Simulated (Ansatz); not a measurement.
```yaml
crystal:
  periodic: [false, false, false]
  atoms:
    - {symbol: I, position_ang: [-1.564918, -0.489780, 3.243644]}
    - {symbol: Al, position_ang: [-0.506330, -0.165582, 1.060729]}
    - {symbol: C, position_ang: [0.514257, 0.774131, -0.227679]}
    - {symbol: C, position_ang: [-0.043343, -0.651254, -0.709683]}
    - {symbol: H, position_ang: [1.599900, 0.837716, -0.177795]}
    - {symbol: H, position_ang: [0.116503, 1.622598, -0.781772]}
    - {symbol: H, position_ang: [-0.754011, -0.600132, -1.532782]}
    - {symbol: H, position_ang: [0.730243, -1.384699, -0.930461]}
basis:
  gaussian: {orbitals: def2-mTZVP}
hamiltonian: {xc: {name: B3LYP5}}
scf: {lower_state_search: off}
```

```sh
$ ansatz run in.yaml --threads 2 --pin off --events-out ev --progress --plain --max-ram 4352MiB
```

It prints (some lines left out):

```
Functional definition: B3LYP5
1155 factors; their error is unknown
mean field evaluation 1: about -16819.3580 eV, gradient 7.3e1 eV
mean field evaluation 2: about -16768.6837 eV, gradient 1.3e2 eV
mean field evaluation 4: about -16832.4208 eV, gradient 1.0e1 eV
mean field evaluation 8: about -16832.6670 eV, gradient 1.4e-1 eV
mean field evaluation 16: about -16832.8865 eV, gradient 1.3e-4 eV
mean field -16832.88648681 eV, -618.5971686500 hartree, gradient 7.6e-7 eV, S^2 0.000000; 0 other end points of the search recorded, 0 dependent functions left out
reference -16832.88674630 eV, -618.5971781861 hartree; 27, 27 occupied and 81, 81 virtual orbitals, 1155 factors
Total energy: -16832.88674630 eV, -618.5971781861 hartree
Checks for a lower state left out: stability, starts, cluster_reference, orbital_swaps, neighbouring_geometries, increment
```

It took 1.1 s on 2 threads of an Arm Neoverse V2 on a shared host, with 0.19 GiB of host memory at the peak.
